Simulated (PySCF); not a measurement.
# Computed spin Hamiltonian

C₇H₉FN (doublet state).
Numbering: `[H]/[N:1]=[C:2](\[CH:3]=[CH:4]\[CH:5][F:6])[CH:7]1[CH2:8][CH2:9]1` (hydrogens: H10 on N1; H11 on C3; H12 on C4; H13 on C5; H14 on C7; H15, H16 on C8; H17, H18 on C9)

Structure used (GFN2-xTB), in Å, numbered top down from 1:
```
atom  x, y, z in Å
N1    -0.203   -0.372   -1.873
C2    -0.110   -0.072   -0.626
C3     1.100    0.042    0.137
C4     2.383   -0.162   -0.370
C5     3.523   -0.057    0.360
F6     3.499    0.258    1.660
C7    -1.373    0.183    0.106
C8    -2.515    0.836   -0.632
C9    -2.599   -0.606   -0.281
H10    0.685   -0.540   -2.339
H11    1.013    0.304    1.181
H12    2.513   -0.423   -1.412
H13    4.524   -0.211   -0.009
H14   -1.250    0.432    1.152
H15   -2.331    1.087   -1.664
H16   -3.124    1.546   -0.093
H17   -2.471   -1.319   -1.079
H18   -3.270   -0.918    0.505
```

The hyperfine couplings belong to this conformer and change with its torsions.

Method used: UKS B3LYP, pcH-1 on C F H N, non-relativistic, mean-field spin-orbit, GIAO (PySCF). One conformer (not necessarily the lowest) at the GFN2-xTB geometry, without solvent, vibrations or thermal averaging. The geometry wasn't refined by DFT: couplings that depend on bond lengths, twists or pyramidal angles can differ widely from those at the functional's own minimum. The SCF solution wasn't tested for stability. ⟨S²⟩ is 0.785 where a pure state has 0.75.

| Property | Result |
| --- | --- |
| g1, g2, g3 | 2.00214, 2.00396, 2.00449 |
| g_iso | 2.00353 |
| Form of g | rhombic: the two nearest values differ by 23 % of g3 − g1 |
| ⟨S²⟩ | 0.7847 (exact 0.7500) |
| α and β electrons | 34, 33 |
| Total energy | -426.68774 Eh |

Isotropic coupling and dipolar principal values T1 to T3, in MHz; ρ(0) is the spin density at the nucleus:

```
atom  isotope  a_iso      T1      T2     T3  Mulliken spin population  ρ(0) (bohr⁻³)
  N1      14N   11.2   -14.4   -14.3   28.7                      0.32         0.0348
  C2      13C  -33.7   -19.2     6.9   12.2                     -0.15        -0.0300
  C3      13C   51.7   -47.3   -45.9   93.2                      0.62         0.0460
  C4      13C  -41.5   -25.6    10.2   15.4                     -0.22        -0.0369
  C5      13C   48.6   -42.4   -39.8   82.2                      0.46         0.0432
  F6      19F   69.0  -131.1  -108.2  239.3                      0.03         0.0164
  C7      13C    1.6    -0.6    -0.2    0.8                      0.01         0.0015
  C8      13C   -4.6    -0.9     0.2    0.7                      0.00        -0.0041
  C9      13C   -4.6    -0.9     0.2    0.7                      0.00        -0.0041
 H10       1H  -20.5   -14.2    -4.4   18.6                     -0.01        -0.0046
 H11       1H  -37.7   -19.9    -1.5   21.5                     -0.03        -0.0084
 H12       1H    9.3    -4.8    -2.5    7.3                      0.01         0.0021
 H13       1H  -35.2   -19.1    -1.4   20.5                     -0.02        -0.0079
 H14       1H   -0.7    -2.0    -2.0    4.0                      0.00        -0.0002
 H15       1H    2.0    -1.6    -1.3    2.8                      0.00         0.0005
 H16       1H   -1.2    -0.6    -0.4    1.1                      0.00        -0.0003
 H17       1H    2.1    -1.6    -1.3    2.9                      0.00         0.0005
 H18       1H   -1.2    -0.6    -0.4    1.1                      0.00        -0.0003
```

The Mulliken spin populations are largest on C3 (+0.62), C5 (+0.46), N1 (+0.32) and C4 (-0.22). Three atoms exceed +0.15. The positive populations add up to 1.44 and the negative ones to -0.44, together 2S = 1. The angles at C3 add up to 360.0°, so it is planar.

C5, the radical centre as drawn in `[H]/N=C(\C=C\[CH]F)C1CC1`, holds a spin population of +0.46 out of 1.

Axes: g3 points within 12° of the N1–H10 bond.

Under fast tumbling the dipolar parts average out, and these isotropic splittings remain (the largest six): 1 × 19F (F6, I = 1/2, 2 lines) with 2.46 mT, 1 × 1H (H11, I = 1/2, 2 lines) with 1.34 mT, 1 × 1H (H13, I = 1/2, 2 lines) with 1.25 mT, 1 × 1H (H10, I = 1/2, 2 lines) with 0.73 mT, 1 × 14N (N1, I = 1, 3 lines) with 0.40 mT and 1 × 1H (H12, I = 1/2, 2 lines) with 0.33 mT.

The 13C coupling of C3 (51.7 MHz) shows only in satellite lines or after enrichment, since that isotope makes up about 1.07 % of natural carbon.

Hardware: one thread, Intel Xeon at 2.50 GHz (x86_64) (shared host). Cost: 4.2 min wall (with the writing of density and orbital grids), 1.1 GiB resident at most.
